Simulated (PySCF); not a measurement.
5-ethenylidene-2H-furan (C6H6O), SMILES O1CC=CC1=C=C.

Geometry: PBE-D3(BJ)/def2-SVP. Other conformers were not sampled.

All values below come from HF/def2-TZVP in PySCF.

Symmetry labels are those of the subgroup Cs that the program uses (full group Cs).

Task: List the valence orbital energies around the gap with their symmetry. (Estimate from the structure and the level; the computed values follow.)

Result: 
```tsv
orbital	symmetry	energy (eV)
HOMO−7	A"	-16.13
HOMO−6	A'	-16.05
HOMO−5	A'	-14.89
HOMO−4	A'	-14.11
HOMO−3	A"	-13.82
HOMO−2	A"	-11.42
HOMO−1	A'	-10.31
HOMO	A"	-8.23
LUMO	A"	2.98
LUMO+1	A'	3.91
LUMO+2	A'	4.13
LUMO+3	A'	4.74
```
